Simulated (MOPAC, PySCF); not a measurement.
Constitutional and geometric isomers with formula CH6OSi2. Isolated molecules, 0 K electronic values unless said otherwise. One relaxed conformer stands for each flexible species; it need not be the lowest. Strings in code marks are SMILES.

Quantity: electronic energy of isomers of CH6OSi2 relative to `C=[SiH]O[SiH3]` (C–Si–O–Si torsion 1°), in kcal/mol. Semi-empirical values (MOPAC) are differences of heats of formation.

Level 1: SVWN5/6-31G* // B3LYP-D3(BJ)/def2-TZVP (PySCF)
Level 2: HF/3-21G // B3LYP-D3(BJ)/def2-TZVP (PySCF)
Level 3: HF/6-31G* // B3LYP-D3(BJ)/def2-TZVP (PySCF)
Level 4: PM6 // B3LYP-D3(BJ)/def2-TZVP (MOPAC)

```json
[
 {"species": "`OC[SiH]=[SiH2]` (H–O–C–Si torsion -173°, O–C–Si–Si torsion -106°)", "level 1": "51.5", "level 2": "68.2", "level 3": "72.1", "level 4": "68.0"},
 {"species": "`C=[SiH][SiH2]O` (C–Si–Si–O torsion -11°, Si–Si–O–H torsion -47°)", "level 1": "19.1", "level 2": "33.4", "level 3": "29.1", "level 4": "36.2"},
 {"species": "`O=C[SiH2][SiH3]` (O–C–Si–Si torsion 94°)", "level 1": "29.8", "level 2": "50.7", "level 3": "32.5", "level 4": "45.4"},
 {"species": "`[SiH3][Si@@H]1CO1`", "level 1": "21.1", "level 2": "51.5", "level 3": "36.0", "level 4": "41.4"},
 {"species": "`C[SiH2][SiH]=O` (C–Si–Si–O torsion 0°)", "level 1": "4.69", "level 2": "32.9", "level 3": "17.1", "level 4": "8.32"}
]
```
